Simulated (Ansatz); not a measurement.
Geometry optimisation, DFT PBE-D3(BJ), scalar-relativistic, plane waves, PAW (Ansatz).

Input file:

```yaml
crystal:
  lattice:
    - [0.0, 5.43, 5.43]
    - [5.43, 0.0, 5.43]
    - [5.43, 5.43, 0.0]
  atoms:
    - { symbol: Si, position: [0.0, 0.0, 0.0] }
    - { symbol: Si, position: [0.125, 0.125, 0.125] }
    - { symbol: Si, position: [0.0, 0.0, 0.5] }
    - { symbol: Si, position: [0.125, 0.125, 0.625] }
    - { symbol: Si, position: [0.0, 0.5, 0.0] }
    - { symbol: Si, position: [0.125, 0.625, 0.125] }
    - { symbol: Si, position: [0.0, 0.5, 0.5] }
    - { symbol: Si, position: [0.125, 0.625, 0.625] }
    - { symbol: Si, position: [0.5, 0.0, 0.0] }
    - { symbol: Si, position: [0.625, 0.125, 0.125] }
    - { symbol: Si, position: [0.5, 0.0, 0.5] }
    - { symbol: Si, position: [0.625, 0.125, 0.625] }
    - { symbol: Si, position: [0.5, 0.5, 0.0] }
    - { symbol: Si, position: [0.625, 0.625, 0.125] }
    - { symbol: Si, position: [0.5, 0.5, 0.5] }
    - { symbol: Si, position: [0.625, 0.625, 0.625] }
    - { symbol: C, position: [0.379042, 0.375996, 0.8794603], spin: 1.0 }
magnetization:
  spin_polarized: true
basis:
  ecutwfc: 420.0
kpoints:
  mp_grid: { grid: [2, 2, 2] }
hamiltonian:
  xc: pbe
  dispersion: d3bj
  pseudopotentials: { kind: paw, azcp: { folder: soft_1 } }
scf:
  occupations: { method: fermi_dirac, width: 0.05 }
  lower_state_search: "off"
relax:
  f_tol: 0.08
  max_steps: 25
  adjacent_minimum: "off"
```

Run as:

```bash
$ ansatz run input.yaml --threads 1 --pin off --max-ram 3072MiB --backend cpu --events-out ev --progress --plain --runs-dir out
```

Task: Where does it end, and by what steps?

Result: The run converged. Limits of this set-up: coarse k mesh, a small cell, in which the defect meets its images. After 16 steps the energy has fallen by 1.584 eV; C17 moved furthest, 1.64 Å. Joined: Si10–C17 (2.67 → 1.76 Å).

```
step  energy less start (eV)  largest force component (eV/Å)  accepted
   0                  0.0000                           0.512       yes
   1                 -0.1067                           0.288       yes
   2                 -0.1682                           0.178       yes
   3                 -0.1860                           0.178       yes
   4                 -0.1424                           0.758        no
   5                 -0.2079                           0.241       yes
   6                 -0.2424                           0.287       yes
   7                 -0.2983                           0.470       yes
   8                 -0.5420                           1.445       yes
   9                 -0.8351                           1.048       yes
  10                 -1.0449                           1.091       yes
  11                 -1.2721                           0.929       yes
  12                 -1.4260                           0.672       yes
  13                 -1.5137                           0.343       yes
  14                 -1.5753                           0.097       yes
  15                 -1.5821                           0.126       yes
  16                 -1.5842                           0.051       yes
```

```xyz
17
Lattice="0.0000 5.4300 5.4300 5.4300 0.0000 5.4300 5.4300 5.4300 0.0000" Properties=species:S:1:pos:R:3
Si -0.174 0.074 0.173
Si 1.413 1.207 1.400
Si 2.701 2.559 -0.014
Si 4.072 3.874 1.353
Si 2.752 -0.232 2.679
Si 4.032 1.207 4.016
Si 5.440 2.563 2.725
Si 6.786 3.926 4.072
Si 0.136 2.471 2.853
Si 1.376 4.801 4.087
Si 2.892 5.504 2.537
Si 4.115 6.635 4.128
Si 2.587 2.466 5.303
Si 4.075 3.774 6.792
Si 5.393 5.197 5.468
Si 6.730 6.635 6.747
C 6.792 8.472 4.079
```

Run time: 4.5 min on 1 thread of Arm Neoverse V2 (shared host), peak memory 0.66 GiB.
